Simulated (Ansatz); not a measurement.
`ClB(Cl)Cl` and `ClB(Cl)[SiH2][GeH3]` differ in one atom or group.

Ansatz, PBE0-D4/def2-TZVP geometries, multiplicity 1. Each molecule was computed in one conformer, which needn't be the lowest.

Scalar relativity is left out up to krypton.

```tsv
property	`ClB(Cl)Cl`
HOMO energy (PBE/def2-TZVPP) / eV	-7.65
size of the dipole moment (ωB97M-V/def2-TZVPP) / D	0.00
size of the dipole moment (B3LYP/def2-TZVPP) / D	0.00
HOMO energy (PBE0/def2-TZVPP) / eV	-9.09
size of the dipole moment (PBE/def2-TZVPP) / D	0.00
HOMO–LUMO gap (PBE/def2-TZVPP) / eV	5.04
```

(1) Give the same properties after the change, and the shifts. (Estimate.)

## Answers

(1) Computed: 
```json
{"property": "HOMO energy (PBE/def2-TZVPP) / eV", "`ClB(Cl)[SiH2][GeH3]`": "-6.88", "shift": "0.77"}
{"property": "size of the dipole moment (ωB97M-V/def2-TZVPP) / D", "`ClB(Cl)[SiH2][GeH3]`": "0.55", "shift": "0.55"}
{"property": "size of the dipole moment (B3LYP/def2-TZVPP) / D", "`ClB(Cl)[SiH2][GeH3]`": "0.56", "shift": "0.56"}
{"property": "HOMO energy (PBE0/def2-TZVPP) / eV", "`ClB(Cl)[SiH2][GeH3]`": "-8.02", "shift": "1.07"}
{"property": "size of the dipole moment (PBE/def2-TZVPP) / D", "`ClB(Cl)[SiH2][GeH3]`": "0.49", "shift": "0.49"}
{"property": "HOMO–LUMO gap (PBE/def2-TZVPP) / eV", "`ClB(Cl)[SiH2][GeH3]`": "3.80", "shift": "-1.24"}
```

With PBE0 the HOMO rises by 1.07 eV and the LUMO falls by 0.54 eV, so the gap narrows by about 1.61 eV. PBE moves the HOMO by 0.77 eV and ωB97M-V by 1.31 eV.

B3LYP here is the variant with VWN-RPA as its local correlation; programs differ in this.
